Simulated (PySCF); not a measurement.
These 2 structures share the formula C7H7 (doublet state). Theory: PySCF 2.14.0, PBE0-D3(BJ)/def2-SVP geometry optimisation, gas phase. One conformer each; no zero-point energy, no entropy. No frequencies were run at this level. Point groups hold within 0.08 Å. The open-shell SCF solutions weren't tested for stability.

Question: Order them by energy at this level, lowest first, and give relative energies in kcal/mol.
A. `[C:1]1=[CH:2][CH2:3][CH:4]=[CH:5][CH:6]=[CH:7]1` (doublet state) with C1–C2–C3–C4 68°, C2–C3–C4–C5 -63°, C4–C5–C6–C7 26°, C2–C1–C7–C6 -28°
B. `[C:1]1=[CH:2][CH:3]=[CH:4][CH:5]=[CH:6][CH2:7]1` (doublet state) with C1–C2–C3–C4 -28°, C3–C4–C5–C6 31°, C5–C6–C7–C1 -61°, C2–C1–C7–C6 61°

Answer: A (0.0), B (1.8).

Neighbours under 5.0 kcal/mol apart ([C]1=CCC=CC=C1 and [C]1=CC=CC=CC1) can change places with a better method, another conformer or zero-point energy. Both arise from one parent by loss of a hydrogen atom ([C]1=CCC=CC=C1: H removed from sp2 C; [C]1=CC=CC=CC1: H removed from sp2 C), so the differences are those of the electronic X–H dissociation energies at this level.

```
        SMILES      E (Eh)  E rel (kcal/mol)  dipole (D)  point group     A, B, C (MHz)   ⟨S²⟩
[C]1=CCC=CC=C1  -270.32286               0.0        0.99            –  4052, 3586, 2078  0.800
[C]1=CC=CC=CC1  -270.32006               1.8        0.69            –  3984, 3604, 2055  0.774
```
